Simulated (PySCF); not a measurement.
C2H7NSi2, SMILES C1[SiH2][Si@@H](N=1)C.

Coordinates come from a B3LYP-D3(BJ)/def2-SVP optimisation. The structure was generated by enumeration; whether it is a known compound was not checked.

Level of theory: ωB97X/def2-TZVP run with PySCF.

Gas-phase values at a fixed geometry.

Computed frontier levels, gap, dipole moment and polarisability:
The highest occupied level is -8.96 eV. The lowest empty level comes out as 1.21 eV. The orbital gap comes out as 10.17 eV and the dipole moment is 1.74 D. The quadrupole, principal values (traceless, Buckingham form, about the centre of nuclear charge) is -6.28, -0.47, 6.76 D·Å. The mean static polarisability is 82.2 bohr³ (12.19 Å³) and the polarisability, principal values is 69.0, 76.2, 101.6 bohr³.
